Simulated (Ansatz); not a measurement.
Ansatz results at the PBE0-D4/def2-TZVP geometry: size of the dipole moment (PBE/def2-TZVPP) 0.66 D; HOMO–LUMO gap (B3LYP/def2-TZVPP) 8.45 eV; HOMO energy (PBE/def2-TZVPP) -6.60 eV.

Each molecule was computed in one conformer, which needn't be the lowest.

Question: Which molecule gave them?
A. `F[SiH](Cl)[SiH2]Cl`
B. `F[SiH2]C[SiH3]`
C. `C[SiH](C)O[SiH](C)C`
D. `O[Si](O)(F)[SiH2]Cl`

Answer: C. The others give `O[Si](O)(F)[SiH2]Cl`: 1.43, 7.27, -7.03; `F[SiH2]C[SiH3]`: 1.14, 8.62, -7.69; `F[SiH](Cl)[SiH2]Cl`: 1.09, 6.95, -7.10.

B3LYP here is the variant with VWN-RPA as its local correlation; programs differ in this.
